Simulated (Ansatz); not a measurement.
`[NH2][Hf]([F])([Cl])[Br]` + H₂O → `[NH2][Hf]([OH])([F])[Cl]` + HBr  (formal hydrolysis of the Hf–Br bond)

Gas-phase electronic energies from Ansatz, PBE0-D4/def2-TZVP geometries. CBS: MP2 limit from def2 TZ/QZ plus the TZ coupled-cluster correction, frozen cores. This one scheme is used for every species. DFT in def2-TZVPP. B3LYP here is the variant with VWN-RPA as its local correlation; programs differ in this. Elements past krypton have def2 core potentials. For Br, Hf outer-core shells are correlated without core-valence functions, which leaves a few kJ/mol of doubt a bond. Scalar relativity is left out up to krypton. Each species was taken in one conformer, which may not be the lowest.

```csv
level,ΔE (kJ/mol)
BLYP-D4,21.0
B97M-V,27.3
B3LYP-D4,25.2
r2SCAN0-D4,33.4
PBE,27.3
B3LYP,22.4
CCSD(T)/def2-TZVPP,29.4
MP2/CBS(def2),37.6
```

**Question.** What does CCSD(T)/CBS give? (Best estimate.)

**Answer.** Computed: +32.9 kJ/mol. The listed levels differ from it by -11.9, -5.6, -7.7, 0.5, -5.6, -10.5, -3.5, 4.7 kJ/mol.

Largest T1 diagnostic among the species: 0.015.

Leaving LDA and LC-ωPBE aside and taking each functional with its dispersion term where it has one, the values, not all of them listed here, spread over 16.8 kJ/mol, from CAM-B3LYP-D4 to PBE-QIDH. LDA lies −4.4 kJ/mol from PBE without D4. From r2SCAN to r2SCAN0 (25 % exact exchange), in def2-TZVPP and without D4, ΔE moves by +3.3 kJ/mol.
